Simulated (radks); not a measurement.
Spherical quantum dot in the effective-mass picture: electrons in a parabolic well V = omega^2 r^2 / 2 with omega = 2.35, with a point charge +2 (a donor) at the centre, all in effective atomic units (hartree* = m*/eps^2 hartree, bohr* = eps/m* bohr), one dielectric constant everywhere. Method: non-relativistic Kohn-Sham, LDA (Slater exchange, Perdew-Wang correlation), spin-polarised, spherical densities; computed with a radial shooting solver with Libxc functionals. Levels are named by radial order and angular momentum (1s, 1p, 1d, 2s, ...), and open shells are averaged over m.

N = 21, configuration 1s2 1p6 1d10 2s2 1f(up 1, down 0). This is the lowest configuration that the search found. Occupied and some empty levels:

level,occupation,eigenvalue (hartree*),<r> (bohr*)
1s up,1,16.445,0.7186
1s down,1,16.451,0.7166
1p up,3,18.639,1.181
1p down,3,18.657,1.179
2s up,1,19.588,1.236
2s down,1,19.608,1.236
1d up,5,20.261,1.410
1d down,5,20.284,1.409
1f up,1,21.909,1.577
1f down,0,21.934,1.577
2p up,0,21.964,1.403
2p down,0,21.981,1.404
1g up,0,23.628,1.715
1g down,0,23.654,1.716
2d up,0,23.921,1.574
2d down,0,23.939,1.575

Energy (hartree*): total 258.566, kinetic 55.984, external 63.214, Hartree 154.93, exchange-correlation -15.565.

Electron density:

r (bohr*),n(r) (e/bohr*^3)
0.0539,7.400
0.189,4.316
0.325,2.590
0.460,1.691
0.595,1.284
0.731,1.149
0.866,1.129
1.00,1.120
1.14,1.061
1.27,0.9355
1.41,0.7581
1.54,0.5592
1.68,0.3755
1.81,0.2283
1.95,0.1249
2.08,0.06188
2.22,0.02748
2.35,0.01107
2.49,0.004035
2.63,0.001315
